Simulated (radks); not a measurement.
Question: Coherent X-ray form factor from a spherical all-electron density. Calculated with a radial shooting solver on a logarithmic mesh with Libxc functionals: Dirac Kohn-Sham, BLYP, spin-unpolarised, spherical densities, finite nucleus; Fermi nuclear charge, rms radius of each element as measured or else 0.836 A^(1/3) + 0.57 fm.

sin(theta)/lambda (1/angstrom)  f0 (electrons)
0.05                                    34.948
0.1                                     34.795
0.15                                    34.542
0.2                                     34.193
0.25                                    33.755
0.3                                     33.235
0.4                                     31.980
0.5                                     30.502
0.6                                     28.881
0.8                                     25.502
1                                       22.314
1.25                                    18.937
1.5                                     16.245
2                                       12.181

The species is in the configuration that NIST lists as its ground one. Which atom or ion scatters so?

Answer: The holmium ion Ho32+, [Ar] 3d10 4s2 4p5. Extrapolating in s^2 from the first two rows gives f0(0) = 35.0, near the electron count 35; among species with that count, the fall with angle is slower the higher Z, and the table is that of Z = 67; from so few rows the species is fixed only to a neighbour or two.
